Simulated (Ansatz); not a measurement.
Ansatz (a program for electronic structure) input file for CH3FO2Si, SMILES O=C(O)[SiH2]F, PBE0-D3(BJ)/def2-SVP. 

Ansatz 0.2 input:
```yaml
crystal:
  periodic: [false, false, false]
  atoms:
    - {symbol: O, position_ang: [1.40091415, 1.07887501, -0.91698173]}
    - {symbol: C, position_ang: [0.84333817, 0.18536015, -0.33285221]}
    - {symbol: O, position_ang: [1.51040321, -0.72169216, 0.38784408]}
    - {symbol: Si, position_ang: [-1.04449597, -0.16614181, -0.28158477]}
    - {symbol: F, position_ang: [-1.45781977, -0.04657926, 1.26763562]}
    - {symbol: H, position_ang: [2.46752447, -0.54557109, 0.38968616]}
    - {symbol: H, position_ang: [-1.77974008, 0.87026894, -0.97957532]}
    - {symbol: H, position_ang: [-1.29503097, -1.54912271, -0.64642997]}
basis:
  gaussian:
    orbitals: def2-SVP
hamiltonian:
  xc: pbe0
  dispersion: d3bj
relax: {f_tol: 0.002, max_steps: 200}
```

Program output:

```
Functional definition: PBE0
integrals: 0.04 GiB planned
915 factors; integrals over basis functions are off by at most 5.5e-4 eV
mean field: 0.31 GiB planned
mean field evaluation 1: about -15750.9824 eV, gradient 5.3e1 eV
mean field evaluation 2: about -15744.0191 eV, gradient 8.3e1 eV
mean field evaluation 4: about -15755.7162 eV, gradient 4.2e0 eV
mean field evaluation 8: about -15755.7705 eV, gradient 5.6e-2 eV
mean field -15755.77053185 eV, -579.0138874007 hartree, gradient 4.2e-5 eV, S^2 0.000000; 0 other end points of the search recorded, 0 dependent functions left out
the calculation of the forces begins
reference -15755.77055374 eV, -579.0138882052 hartree; 24, 24 occupied and 65, 65 virtual orbitals, 915 factors
relax step   1: F+E_penalty+E_count = -15755.89394394 eV  Δ(F+E_penalty+E_count) = +0.000e0 eV  max|allowed force component| = 7.134e-1 eV/Å  Δτ_max = 0.0000 Å  (25 SCF iters, accepted)
these checks for a lower state are left out or cut short: starts, cluster_reference, orbital_swaps, neighbouring_geometries, increment
integrals: 0.04 GiB planned
915 factors; integrals over basis functions are off by at most 5.7e-4 eV
mean field: 0.31 GiB planned
mean field evaluation 16: about -15755.7911 eV, gradient 3.2e0 eV
mean field -15755.83863347 eV, -579.0163900891 hartree, gradient 1.4e-5 eV, S^2 0.000000; 0 other end points of the search recorded, 0 dependent functions left out
the calculation of the forces begins
reference -15755.83865549 eV, -579.0163908983 hartree; 24, 24 occupied and 65, 65 virtual orbitals, 915 factors
[...]
relax step  12: F+E_penalty+E_count = -15756.00523816 eV  Δ(F+E_penalty+E_count) = -8.227e-3 eV  max|allowed force component| = 2.321e-1 eV/Å  Δτ_max = 0.0633 Å  (30 SCF iters, accepted)
these checks for a lower state are left out or cut short: starts, cluster_reference, orbital_swaps, neighbouring_geometries, increment
integrals: 0.04 GiB planned
915 factors; integrals over basis functions are off by at most 4.5e-4 eV
mean field: 0.31 GiB planned
mean field evaluation 96: about -15755.8898 eV, gradient 1.7e-1 eV
mean field -15755.88992264 eV, -579.0182749311 hartree, gradient 2.4e-5 eV, S^2 0.000000; 0 other end points of the search recorded, 0 dependent functions left out
the calculation of the forces begins
reference -15755.88994455 eV, -579.0182757363 hartree; 24, 24 occupied and 65, 65 virtual orbitals, 915 factors
relax step  13: F+E_penalty+E_count = -15756.01272376 eV  Δ(F+E_penalty+E_count) = -7.486e-3 eV  max|allowed force component| = 1.429e-1 eV/Å  Δτ_max = 0.0997 Å  (29 SCF iters, accepted)
these checks for a lower state are left out or cut short: starts, cluster_reference, orbital_swaps, neighbouring_geometries, increment
integrals: 0.04 GiB planned
915 factors; integrals over basis functions are off by at most 4.7e-4 eV
mean field: 0.31 GiB planned
mean field -15755.89534250 eV, -579.0184741075 hartree, gradient 1.2e-5 eV, S^2 0.000000; 0 other end points of the search recorded, 0 dependent functions left out
the calculation of the forces begins
reference -15755.89536426 eV, -579.0184749070 hartree; 24, 24 occupied and 65, 65 virtual orbitals, 915 factors
relax step  14: F+E_penalty+E_count = -15756.01812337 eV  Δ(F+E_penalty+E_count) = -5.400e-3 eV  max|allowed force component| = 5.041e-1 eV/Å  Δτ_max = 0.1447 Å  (31 SCF iters, accepted)
these checks for a lower state are left out or cut short: starts, cluster_reference, orbital_swaps, neighbouring_geometries, increment
integrals: 0.04 GiB planned
915 factors; integrals over basis functions are off by at most 4.7e-4 eV
mean field: 0.31 GiB planned
mean field -15755.89850234 eV, -579.0185902294 hartree, gradient 1.2e-5 eV, S^2 0.000000; 0 other end points of the search recorded, 0 dependent functions left out
the calculation of the forces begins
reference -15755.89852408 eV, -579.0185910282 hartree; 24, 24 occupied and 65, 65 virtual orbitals, 915 factors
relax step  15: F+E_penalty+E_count = -15756.02140618 eV  Δ(F+E_penalty+E_count) = -3.283e-3 eV  max|allowed force component| = 1.465e-1 eV/Å  Δτ_max = 0.0417 Å  (31 SCF iters, accepted)
these checks for a lower state are left out or cut short: starts, cluster_reference, orbital_swaps, neighbouring_geometries, increment
integrals: 0.04 GiB planned
915 factors; integrals over basis functions are off by at most 4.8e-4 eV
mean field: 0.31 GiB planned
mean field -15755.90081896 eV, -579.0186753637 hartree, gradient 1.5e-5 eV, S^2 0.000000; 0 other end points of the search recorded, 0 dependent functions left out
the calculation of the forces begins
reference -15755.90084061 eV, -579.0186761594 hartree; 24, 24 occupied and 65, 65 virtual orbitals, 915 factors
relax step  16: F+E_penalty+E_count = -15756.02366175 eV  Δ(F+E_penalty+E_count) = -2.256e-3 eV  max|allowed force component| = 2.073e-1 eV/Å  Δτ_max = 0.0646 Å  (30 SCF iters, accepted)
these checks for a lower state are left out or cut short: starts, cluster_reference, orbital_swaps, neighbouring_geometries, increment
integrals: 0.04 GiB planned
915 factors; integrals over basis functions are off by at most 4.8e-4 eV
mean field: 0.31 GiB planned
mean field evaluation 128: about -15755.9010 eV, gradient 2.1e-5 eV
mean field -15755.90096704 eV, -579.0186808053 hartree, gradient 2.1e-5 eV, S^2 0.000000; 0 other end points of the search recorded, 0 dependent functions left out
the calculation of the forces begins
reference -15755.90098858 eV, -579.0186815969 hartree; 24, 24 occupied and 65, 65 virtual orbitals, 915 factors
relax step  17: F+E_penalty+E_count = -15756.02380710 eV  Δ(F+E_penalty+E_count) = -1.454e-4 eV  max|allowed force component| = 2.420e-1 eV/Å  Δτ_max = 0.0723 Å  (29 SCF iters, accepted)
these checks for a lower state are left out or cut short: starts, cluster_reference, orbital_swaps, neighbouring_geometries, increment
integrals: 0.04 GiB planned
915 factors; integrals over basis functions are off by at most 4.9e-4 eV
mean field: 0.31 GiB planned
mean field -15755.90221080 eV, -579.0187265127 hartree, gradient 1.4e-5 eV, S^2 0.000000; 0 other end points of the search recorded, 0 dependent functions left out
the calculation of the forces begins
reference -15755.90223238 eV, -579.0187273058 hartree; 24, 24 occupied and 65, 65 virtual orbitals, 915 factors
relax step  18: F+E_penalty+E_count = -15756.02500514 eV  Δ(F+E_penalty+E_count) = -1.198e-3 eV  max|allowed force component| = 2.243e-1 eV/Å  Δτ_max = 0.0250 Å  (30 SCF iters, accepted)
these checks for a lower state are left out or cut short: starts, cluster_reference, orbital_swaps, neighbouring_geometries, increment
integrals: 0.04 GiB planned
915 factors; integrals over basis functions are off by at most 4.9e-4 eV
mean field: 0.31 GiB planned
mean field -15755.90330529 eV, -579.0187667347 hartree, gradient 1.3e-5 eV, S^2 0.000000; 0 other end points of the search recorded, 0 dependent functions left out
the calculation of the forces begins
reference -15755.90332689 eV, -579.0187675285 hartree; 24, 24 occupied and 65, 65 virtual orbitals, 915 factors
relax step  19: F+E_penalty+E_count = -15756.02609966 eV  Δ(F+E_penalty+E_count) = -1.095e-3 eV  max|allowed force component| = 1.317e-1 eV/Å  Δτ_max = 0.0317 Å  (30 SCF iters, accepted)
these checks for a lower state are left out or cut short: starts, cluster_reference, orbital_swaps, neighbouring_geometries, increment
integrals: 0.04 GiB planned
915 factors; integrals over basis functions are off by at most 4.9e-4 eV
mean field: 0.31 GiB planned
mean field -15755.90392245 eV, -579.0187894149 hartree, gradient 1.4e-5 eV, S^2 0.000000; 0 other end points of the search recorded, 0 dependent functions left out
the calculation of the forces begins
reference -15755.90394403 eV, -579.0187902080 hartree; 24, 24 occupied and 65, 65 virtual orbitals, 915 factors
relax step  20: F+E_penalty+E_count = -15756.02672484 eV  Δ(F+E_penalty+E_count) = -6.252e-4 eV  max|allowed force component| = 7.882e-3 eV/Å  Δτ_max = 0.0111 Å  (31 SCF iters, accepted)
these checks for a lower state are left out or cut short: starts, cluster_reference, orbital_swaps, neighbouring_geometries, increment
integrals: 0.04 GiB planned
915 factors; integrals over basis functions are off by at most 4.9e-4 eV
mean field: 0.31 GiB planned
mean field -15755.90392908 eV, -579.0187896584 hartree, gradient 1.7e-5 eV, S^2 0.000000; 0 other end points of the search recorded, 0 dependent functions left out
the calculation of the forces begins
reference -15755.90395066 eV, -579.0187904516 hartree; 24, 24 occupied and 65, 65 virtual orbitals, 915 factors
relax step  21: F+E_penalty+E_count = -15756.02673548 eV  Δ(F+E_penalty+E_count) = -1.064e-5 eV  max|allowed force component| = 1.726e-3 eV/Å  Δτ_max = 0.0041 Å  (24 SCF iters, accepted)
these checks for a lower state are left out or cut short: starts, cluster_reference, orbital_swaps, neighbouring_geometries, increment
integrals: 0.04 GiB planned
915 factors; integrals over basis functions are off by at most 4.9e-4 eV
mean field: 0.31 GiB planned
mean field evaluation 160: about -15755.9039 eV, gradient 1.4e-5 eV
mean field -15755.90393021 eV, -579.0187897001 hartree, gradient 1.4e-5 eV, S^2 0.000000; 0 other end points of the search recorded, 0 dependent functions left out
the calculation of the forces begins
reference -15755.90395180 eV, -579.0187904934 hartree; 24, 24 occupied and 65, 65 virtual orbitals, 915 factors
relax step  22: F+E_penalty+E_count = -15756.02673784 eV  Δ(F+E_penalty+E_count) = -2.357e-6 eV  max|allowed force component| = 2.040e-3 eV/Å  Δτ_max = 0.0036 Å  (24 SCF iters, accepted)
these checks for a lower state are left out or cut short: starts, cluster_reference, orbital_swaps, neighbouring_geometries, increment
integrals: 0.04 GiB planned
915 factors; integrals over basis functions are off by at most 4.9e-4 eV
mean field: 0.31 GiB planned
mean field -15755.90392479 eV, -579.0187895008 hartree, gradient 3.0e-5 eV, S^2 0.000000; 0 other end points of the search recorded, 0 dependent functions left out
the calculation of the forces begins
reference -15755.90394638 eV, -579.0187902943 hartree; 24, 24 occupied and 65, 65 virtual orbitals, 915 factors
relax step  23: F+E_penalty+E_count = -15756.02673598 eV  Δ(F+E_penalty+E_count) = +1.855e-6 eV  max|allowed force component| = 1.010e-2 eV/Å  Δτ_max = 0.0011 Å  (21 SCF iters, rejected (line search))
these checks for a lower state are left out or cut short: starts, cluster_reference, orbital_swaps, neighbouring_geometries, increment
integrals: 0.04 GiB planned
915 factors; integrals over basis functions are off by at most 4.9e-4 eV
mean field: 0.31 GiB planned
mean field -15755.90392775 eV, -579.0187896097 hartree, gradient 2.9e-5 eV, S^2 0.000000; 0 other end points of the search recorded, 0 dependent functions left out
the calculation of the forces begins
reference -15755.90394934 eV, -579.0187904031 hartree; 24, 24 occupied and 65, 65 virtual orbitals, 915 factors
relax step  24: F+E_penalty+E_count = -15756.02673812 eV  Δ(F+E_penalty+E_count) = -2.831e-7 eV  max|allowed force component| = 6.645e-4 eV/Å  Δτ_max = 0.0005 Å  (20 SCF iters, accepted)
integrals: 0.04 GiB planned
915 factors; integrals over basis functions are off by at most 4.9e-4 eV
mean field: 0.31 GiB planned
mean field -15755.90392775 eV, -579.0187896097 hartree, gradient 2.9e-5 eV, S^2 0.000000; 1 other end points of the search recorded, 0 dependent functions left out
the calculation of the forces begins
reference -15755.90394934 eV, -579.0187904031 hartree; 24, 24 occupied and 65, 65 virtual orbitals, 915 factors
Total energy: -15756.02675971 eV, -579.0233036008 hartree
Atom 0 at     1.343045     0.240173    -1.421245 Å, force     0.000365    -0.000102    -0.000284 eV/Å
Atom 1 at     0.858157    -0.022340    -0.349329 Å, force    -0.000360     0.000047     0.000293 eV/Å
Atom 2 at     1.575160    -0.225468     0.755669 Å, force     0.000011    -0.000264     0.000025 eV/Å
Atom 3 at    -1.044866    -0.159693    -0.205651 Å, force     0.000665     0.000046     0.000627 eV/Å
Atom 4 at    -1.515171    -0.516273     1.305008 Å, force    -0.000071    -0.000010    -0.000232 eV/Å
Atom 5 at     2.512686    -0.120171     0.512640 Å, force     0.000115     0.000228    -0.000055 eV/Å
Atom 6 at    -1.608921     1.158251    -0.591433 Å, force    -0.000391    -0.000187    -0.000227 eV/Å
Atom 7 at    -1.474996    -1.249082    -1.117920 Å, force    -0.000333     0.000241    -0.000146 eV/Å
Dipole moment:     0.111842     0.000692     0.023616 e Å
```

Self-consistency was reached.

Cost: around 90 core-seconds (rough).
